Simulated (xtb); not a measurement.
H4HfO4, charge +1, doublet, at the geometry of the source list (GFN-xTB shapes and energies of metal compounds can be far from the true ones) (the multiplicity is a formal guess); xtb with GFN2-xTB with GBSA(chcl3).

The xtb input:
```
$ xtb mol.xyz --gfn 2 --chrg 1 --uhf 1 --gbsa chcl3 --json

# file mol.xyz
9

Hf     0.03150000    -0.21370000    -0.03530000
O      1.54540000    -0.43880000    -1.10870000
H      2.14800000     0.31340000    -1.13200000
O      0.44270000     0.01220000     1.77320000
H      0.34870000     0.93750000     2.02920000
O     -0.61720000     1.44510000    -0.60730000
H     -1.08080000     1.38450000    -1.45360000
O     -1.31010000    -1.51260000    -0.15670000
H     -1.50840000    -1.92750000     0.69120000
```

It wrote (shortened):

```
   ID    Z sym.   atoms
    1   72 Hf     1
    2    8 O      2, 4, 6, 8
    3    1 H      3, 5, 7, 9

           -------------------------------------------------
          |                Calculation Setup                |
           -------------------------------------------------

molecular fragmentation (1/2 indicates fragments):
111111122
# atoms in fragment 1/2:     7     2
 fragment masses (1/2) :      229.51       17.01
CMA distance (Bohr)    :   3.880
constraining FC (au)   :  0.0500

           -------------------------------------------------
          |                 G F N 2 - x T B                 |
           -------------------------------------------------

      * Solvation model:               GBSA
        Solvent                        chcl3
        Parameter file                 internal GFN2-xTB/GBSA
        Dielectric constant                4.8100E+00
        Reference state                gsolv [1 M gas/solution]
        Free energy shift                  4.1068E-03 Eh       2.5771E+00 kcal/mol
        Temperature                        2.9815E+02 K
        Density                            1.4900E+00 kg/L
        Solvent mass                       1.1938E+02 g/mol
        Interaction kernel             Still
        Born radius scaling (c1)           1.3539E+00
        Born radii integrator          GBOBC
        Born offset                        1.4626E-02 a0       2.7639E-02 AA
        H-bond correction              false
        Ion screening                  false
        Surface tension                    1.0000E-05 Eh       1.5569E+01 dyn/cm
        Grid points                               230 per atom

          ...................................................
          :                      SETUP                      :
          :.................................................:
          :  # basis functions                  30          :
          :  # atomic orbitals                  29          :
          :  # shells                           15          :
          :  # electrons                        31          :
          :  max. iterations                   250          :
          :  Hamiltonian                  GFN2-xTB          :
          :  restarted?                      false          :
          :  GBSA solvation                   true          :
          :  PC potential                    false          :
          :  electronic temp.          300.0000000     K    :
          :  accuracy                    1.0000000          :
          :  -> integral cutoff          0.2500000E+02      :
          :  -> integral neglect         0.1000000E-07      :
          :  -> SCF convergence          0.1000000E-05 Eh   :
          :  -> wf. convergence          0.1000000E-03 e    :
          :  Broyden damping             0.4000000          :
          :  net charge                          1          :
          :  unpaired electrons                  1          :
          ...................................................

 iter      E             dE          RMSdq      gap      omega  full diag
   1     -6.0172914 -0.601729E+01  0.290E+01    0.25       0.0  T
   2    -16.0433157 -0.100260E+02  0.195E+01   16.58       1.0  T
   3    -17.8230983 -0.177978E+01  0.132E+01   10.93       1.0  T
   4    -18.5099741 -0.686876E+00  0.108E+01    8.37       1.0  T
   5    -18.9826842 -0.472710E+00  0.867E+00    6.95       1.0  T
   6    -19.0187511 -0.360668E-01  0.840E+00    7.06       1.0  T
   7    -18.9309139  0.878371E-01  0.795E+00    7.20       1.0  T
   8    -19.2994830 -0.368569E+00  0.561E+00    5.65       1.0  T
   9    -19.3890856 -0.896026E-01  0.400E+00    4.09       1.0  T
  10    -19.4268262 -0.377406E-01  0.338E+00    4.54       1.0  T
  11    -19.4408166 -0.139903E-01  0.258E+00    4.64       1.0  T
  12    -19.4826592 -0.418427E-01  0.153E+00    4.83       1.0  T
  13    -19.4980979 -0.154387E-01  0.121E+00    5.14       1.0  T
[...]
         :: total energy             -19.420980876636 Eh    ::
[...]
        17                         -0.3489431              -9.4952 (LUMO)
        18                         -0.3431468              -9.3375
        19                         -0.3066720              -8.3450
        20                         -0.3019009              -8.2151
        21                         -0.2949703              -8.0266
        22                         -0.1128279              -3.0702
        23                         -0.0560139              -1.5242
        24                         -0.0437933              -1.1917
        25                         -0.0307778              -0.8375
        26                          0.2097695               5.7081
        27                          0.3281516               8.9295
       ...                                ...                  ...
        29                          0.5519242              15.0186
      -------------------------------------------------------------
                  HL-Gap            0.2014166 Eh            5.4808 eV
             Fermi-level           -0.5003952 Eh          -13.6164 eV

     #   Z          covCN         q      C6AA      α(0)
     1  72 Hf       3.571     1.170   129.618    24.497
     2   8 O        1.503    -0.434    21.653     6.275
     3   1 H        0.966     0.404     0.468     1.070
     4   8 O        1.503    -0.450    21.964     6.320
     5   1 H        1.034     0.400     0.474     1.075
     6   8 O        1.503    -0.450    21.973     6.321
     7   1 H        1.003     0.399     0.477     1.079
     8   8 O        1.503    -0.438    21.719     6.285
     9   1 H        0.995     0.400     0.475     1.076

 Mol. C6AA /au·bohr⁶  :       1032.786578
 Mol. C8AA /au·bohr⁸  :      62481.601464
 Mol. α(0) /au        :         53.997888

Wiberg/Mayer (AO) data.
largest (>0.10) Wiberg bond orders for each atom

 ---------------------------------------------------------------------------
     #   Z sym  total        # sym  WBO       # sym  WBO       # sym  WBO
 ---------------------------------------------------------------------------
     1  72 Hf   3.852 --     6 O    0.929     4 O    0.927     8 O    0.921
                             2 O    0.914
     2   8 O    2.103 --     1 Hf   0.914     3 H    0.792     6 O    0.172
                             4 O    0.119     8 O    0.104
     3   1 H    0.837 --     2 O    0.792
     4   8 O    2.067 --     1 Hf   0.927     5 H    0.793     2 O    0.119
                             6 O    0.115     8 O    0.107
     5   1 H    0.840 --     4 O    0.793
     6   8 O    2.123 --     1 Hf   0.929     7 H    0.793     2 O    0.172
                             4 O    0.115     8 O    0.109
     7   1 H    0.841 --     6 O    0.793
     8   8 O    2.040 --     1 Hf   0.921     9 H    0.794     6 O    0.109
                             4 O    0.107     2 O    0.104
     9   1 H    0.840 --     8 O    0.794
 ---------------------------------------------------------------------------

Topologies differ in total number of bonds
Writing topology from bond orders to xtbtopo.mol

molecular dipole:
                 x           y           z       tot (Debye)
 q only:       -0.018       0.433       0.068
   full:       -0.006       0.451       0.075       1.161
molecular quadrupole (traceless):
                xx          xy          yy          xz          yz          zz
 q only:        1.314       4.215      -1.741      -1.917      -3.419       0.426
  q+dip:        1.546       4.671      -1.946      -2.146      -4.019       0.400
   full:        1.447       4.567      -1.803      -1.826      -3.986       0.357

           -------------------------------------------------
          | TOTAL ENERGY              -19.420980876636 Eh   |
          | GRADIENT NORM               0.024282181592 Eh/α |
          | HOMO-LUMO GAP               5.480823606086 eV   |
           -------------------------------------------------

normal termination of xtb
```
